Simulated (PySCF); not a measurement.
# Electron correlation in Br²⁺ (bromine, charge +2)

[Ar] 3d10 4s1 4p3 5s1, high-spin 6S determinant (an excited configuration). Computed with PySCF 2.14 in x2c-TZVPPall with one added diffuse shell each of s, p, d type (7s6p5d1f, 57 functions), with scalar relativity by spin-free X2C-1e. Frozen: [Ne]; 23 electrons correlated.

| level | correlation energy (mhartree) |
| --- | --- |
| CCSD | -202.81 |
| (T) | -3.65 |
| CCSD(T) | -206.46 |

Diagnostics: T1 = 0.0038, D1 = 0.0156, largest double amplitude 0.032.

Task: Is a single reference adequate?

Result: Yes, within this model without spin-orbit coupling: T1 lies below 0.03 and no double amplitude reaches 0.07.

This basis was not built for core-valence correlation, so the inner-shell part is incomplete.
